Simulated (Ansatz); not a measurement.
Wavefunction ladder for C₃H₉BS₃, SMILES `CSB(SC)SC`

Cartesian coordinates in Å:
```
C 1.639 2.758 0.699
S 0.597 1.728 1.756
B 0.071 0.363 0.714
S 0.310 0.469 -1.065
C 0.238 -1.230 -1.681
S -0.643 -0.994 1.670
C -1.919 -1.721 0.609
H 2.121 3.487 1.350
H 1.040 3.285 -0.044
H 2.396 2.156 0.198
H -0.771 -1.503 -1.984
H 0.894 -1.273 -2.549
H 0.602 -1.919 -0.921
H -2.311 -0.978 -0.082
H -1.543 -2.583 0.059
H -2.721 -2.047 1.271
```

The species carries charge 0 and has multiplicity 1. The geometry is a stationary point of PBE0-D4/def2-TZVP. It is one conformer, not always the lowest. Frozen core, restricted reference, Ansatz. CBS rows extrapolate triple and quadruple zeta; past MP2 they add the triple-zeta difference.

| basis | HF (Eh) | MP2 corr. | CCSD corr. | (T) | CCSD(T) total |
| --- | --- | --- | --- | --- | --- |
| def2-SVP | -1335.70954 | -0.91552 | -1.00015 | -0.03406 | -1336.74375 |
| def2-TZVPP | -1336.28180 | -1.16377 | -1.24176 | -0.05953 | -1337.58309 |
| def2-QZVPP | -1336.32163 | -1.25114 | – | – | – |
| CBS(def2) | -1336.32712 | -1.31586 | -1.39385 | as TZ | -1337.78050 |
